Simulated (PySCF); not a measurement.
Gas-phase reaction: InHCl₂ + InCl → InH + InCl₃

Computed with PySCF and rigid-rotor harmonic-oscillator thermochemistry at 1 bar. † marks an energy on the PBE0/def2-TZVP geometry and frequencies; other levels use their own. MP2 and CCSD(T) freeze the core. All species are closed-shell singlets. B3LYP is the form with VWN-RPA correlation. In: scalar-relativistic def2 core potential, no spin-orbit coupling. InHCl₂, InH: computed as isolated molecules; such fragments, hydroxides, amides, oligomers or adducts are transient or little studied in the gas. MP2 isn't extrapolated to the basis-set limit. CCSD(T) isn't extrapolated to the basis-set limit.

```
level                ΔH°(298 K), kJ
-------------------  --------------
B3LYP/def2-TZVP†                114
BLYP/def2-TZVP†                 116
CCSD(T)/def2-TZVPP†             105
HF/def2-TZVP†                   100
M06-2X/def2-TZVP†                 …
MP2/def2-SVP†                     …
PBE0/def2-SVP†                  110
PBE0/def2-TZVP                    …
LDA/def2-TZVP†                    …
ωB97X-V/def2-TZVP†              108
```

Question: Fill in the missing entries.

Answer: 
- M06-2X/def2-TZVP†, ΔH°(298 K), kJ: 109
- MP2/def2-SVP†, ΔH°(298 K), kJ: 94
- PBE0/def2-TZVP, ΔH°(298 K), kJ: 111
- LDA/def2-TZVP†, ΔH°(298 K), kJ: 119
